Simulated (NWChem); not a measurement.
# CuI; SMILES [Cu][I]

Results from NWChem. The geometry was optimised at PBE0/def2-SVP. def2 effective core potentials on I; no spin-orbit coupling. Static field.

**Question.** Taking PBE0/def2-TZVPD as the yardstick, which of these has the fewest basis functions while keeping “isotropic polarisability (bohr³)” within 10 % of it: PBE0/def2-TZVP; PBE0/def2-SVPD; PBE0/def2-SVP?

**Answer.** PBE0/def2-SVPD (a larger set in the list lies outside the tolerance).
| level | basis functions | isotropic polarisability (bohr³) | relative time (rough) |
|---|---|---|---|
| PBE0/def2-SVP | 57 | 42.7 | 1 |
| PBE0/def2-SVPD | 69 | 61.0 | 2 |
| PBE0/def2-TZVP | 95 | 51.6 | 3 |
| PBE0/def2-TZVPD | 107 | 62.0 | 5 |

The yardstick is one finite set, not the basis-set limit.
